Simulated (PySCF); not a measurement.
# Electron affinity of Pb by level of theory

Pb- [Xe] 4f14 5d10 6s2 6p3 (4S) → Pb [Xe] 4f14 5d10 6s2 6p2 (3P), as a difference of total energies. Calculation: PySCF 2.14, in aug-cc-pVTZ-PP with one added diffuse shell each of d, f type with ECP60MDF (6s5p5d3f, 67 functions); scalar relativity through the core potential. Correlated levels: valence: 5s2 5p6 5d10 frozen. The calculations carry no spin-orbit coupling.

```
           method  electron affinity (eV)
              UHF                   0.872
              LDA                   1.478
              PBE                   1.320
             PBE0                   1.305
           r2SCAN                   1.408
            wB97X                   0.964
            M06-L                   1.068
           revPBE                   1.261
          LC-wPBE                   1.257
    MP2 (valence)                   1.222
SCS-MP2 (valence)                   1.086
```

Problem. How much does correlation contribute at MP2 (valence)?

Solution. 1.222 − (0.872) = 0.350 eV, measured against UHF.

Spin-orbit coupling is strong in these open shells (close to jj coupling). The scalar numbers leave it out and a first-order estimate fails, so it can dominate the gap to the real levels.

Errors of the correlated levels include the incompleteness of this basis and the frozen core.

In the anion the highest occupied orbital energy is positive at LDA, PBE, PBE0, r2SCAN, M06-L, revPBE, a self-interaction effect; the basis confines that electron, and the energy difference can still be sensible.

For comparison: 0.357 eV (measured; photodetachment measurements, as compiled on the Wikipedia data page of electron affinities).
